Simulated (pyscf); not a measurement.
**`[NH2][GeH2][F]`, singlet**

Gas-phase minimum from PySCF at ωB97X-D3(BJ)/def2-SVP, one conformer. 

```xyz
7

N     -1.0203    -1.8282    -1.5479
Ge    -0.2079    -1.0485    -0.1329
F      1.1805    -0.1044    -0.6401
H     -1.4744    -1.2149    -2.2187
H     -0.5069    -2.5576    -2.0342
H     -1.1678    -0.0496     0.5154
H      0.3464    -2.1339     0.7916
```

Bond lengths (Å): N1–Ge2 1.808, N1–H4 1.016, N1–H5 1.016, Ge2–F3 1.754, Ge2–H6 1.530, Ge2–H7 1.530. Bond angles (°): Ge2–N1–H4 117.2, Ge2–N1–H5 117.2, H4–N1–H5 110.1, N1–Ge2–F3 111.2, N1–Ge2–H6 109.3, N1–Ge2–H7 109.3, F3–Ge2–H6 105.5, F3–Ge2–H7 105.7, H6–Ge2–H7 115.8.

Properties at ωB97X-D3(BJ)/def2-SVP:

| Item | Value |
|---|---|
| Harmonic wavenumbers, unscaled | 233, 250, 486, 512, 703, 725, 746, 851, 869, 905, 1560, 2231, 2233, 3601, 3699 cm⁻¹ |
| Zero-point energy | 28.0 kcal/mol |
| Rotational symmetry number | 1 |
| Entropy of this conformer at 298 K and 1 atm, rigid rotor and harmonic oscillator, modes under 100 cm⁻¹ raised to 100 | 294.1 J/(mol K) |
| Dipole moment | 1.77 D |

Single-point totals, which compare only within one level (frozen core for MP2 and CC):

| level | total energy (hartree) |
|---|---|
| ωB97X-D3(BJ)/def2-TZVP | -2234.10628 |
| PBE/def2-TZVP | -2233.63910 |
| r²SCAN/def2-TZVP | -2234.04089 |
| B3LYP-D3(BJ)/def2-TZVP | -2234.18008 |
| PBE0-D3(BJ)/def2-TZVP | -2233.70155 |
| M06-2X/def2-TZVP | -2234.06942 |
| ωB97M-D3(BJ)/def2-TZVP | -2234.17230 |
| HF/def2-TZVPP | -2231.70913 |
| MP2/def2-TZVPP | -2232.43726 |
| CCSD/def2-TZVPP | -2232.45071 |
| CCSD(T)/def2-TZVPP | -2232.47510 |

The CCSD(T) − MP2 part came from Ansatz, without density fitting, on the same reference. The frozen core leaves the outer d or s,p core shells of the metals and heavy elements correlated in the MP2 and CC values, and def2-TZVPP describes them poorly, so these totals are far from the basis limit. Elements up to Kr have no core potential and no relativistic terms here.
